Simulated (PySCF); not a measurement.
Delta-SCF ions had no search for a lower state. Excitations are Tamm–Dancoff values on a coarser integration grid. The basis has no diffuse functions, so Rydberg states are missing or too high.

Cartesian coordinates (Å):
```xyz
8

C     -1.4454    -0.4845    -0.3730
C     -0.3496     0.1812    -0.1565
C      0.7503     0.8376     0.0636
S      2.2531     0.1870     0.7071
H     -1.6373    -0.9628    -1.3294
H     -2.2096    -0.5812     0.3932
H      0.8134     1.9001    -0.1509
H      1.8250    -1.0774     0.8458
```
Charge 0, multiplicity 1.

Problem. Estimate the S1 excitation (TDA), LUMO, total energy, HOMO, dipole moment, T1 excitation (TDA), S1–T1 gap (TDA) and vertical ionisation energy (Delta-SCF) that PBE-D3(BJ)/def2-TZVP // PBE0-D3(BJ)/def2-TZVP in PySCF returns for this input.

Solution. 
| Quantity | Value |
|---|---|
| S1 excitation (TDA) | 4.16 eV |
| LUMO | -1.30 eV |
| total energy | -514.5831 Ha |
| HOMO | -5.33 eV |
| dipole moment | 0.92 D |
| T1 excitation (TDA) | 3.77 eV |
| S1–T1 gap (TDA) | 0.39 eV |
| vertical ionisation energy (Delta-SCF) | 8.39 eV |
